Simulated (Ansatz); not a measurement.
Ideal-gas functions of `N#[C][SnH2]` radical at 500 K and 1 bar, from an Ansatz frequency run at PBE0-D4/def2-TZVP.

Molar mass 146.74 g/mol, point group Cs (symmetry number 1), electronic degeneracy 2, moments of inertia 5.424, 171.444, 174.274 u Å². Harmonic wavenumbers (cm⁻¹, unscaled): 212, 224, 411, 519, 563, 675, 1894, 1932, 2296.

Use S(trans) = R[1.5 ln M + 2.5 ln T − 1.1517]; rotational temperatures θ = 24.2544 K / I; S(rot) = R[ln(√π/σ · √(T³/θAθBθC)) + 1.5]; for each mode x = 1.438777 ν̃/T, S = R[x/(eˣ − 1) − ln(1 − e⁻ˣ)] and H = RT x/(eˣ − 1); 1 cm⁻¹ = 0.0119627 kJ/mol; R = 8.31446 J/(mol·K).

Q: By hand: the entropy, in J/(mol·K).

A: Translation 181.8. Rotation: θ = 4.4717, 0.1415, 0.1392 K, giving 104.8. Vibration, mode by mode: 12.55, 12.11, 7.39, 5.71, 5.16, 3.99, 0.23, 0.21, 0.09, in all 47.4. Electronic 5.8. Sum 339.8 J/(mol·K).

Q: By hand: H − E and G − E in kJ/mol, counted from the electronic energy.

A: Zero-point energy ½ × 8726 × 0.0119627 = 52.2; thermal vibration 13.2; translation, rotation and pV give 4 RT = 16.6. H − E = 82.0 kJ/mol, and G − E = 82.0 − 500 × 339.8/1000 = -87.9 kJ/mol.

Vibration gives 14 % of the entropy.
